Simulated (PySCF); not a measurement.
## Correlation energy of Ge (germanium, neutral)

[Ar] 3d10 4s2 4p1 5s1, 5s spin antiparallel (an excited configuration). Computed with PySCF 2.14 in aug-cc-pVTZ-DK, with the spin-free X2C one-electron Hamiltonian (Gaussian nucleus). Frozen: [Ar] 3d10; 4 electrons correlated.

MP2 pair energies summed by pair of shells (mhartree):

| pair | energy | share (%) |
| --- | --- | --- |
| 4s-4s | -20.82 | 46.6 |
| 4s-4p | -15.99 | 35.8 |
| 4s-5s | -4.67 | 10.5 |
| 4p-5s | -3.17 | 7.1 |

Total MP2 correlation energy: -44.65 mhartree.

Same-spin part -4.73 and opposite-spin part -39.92 mhartree; SCS-MP2 scales them by 1/3 and 6/5 to -49.48 mhartree.
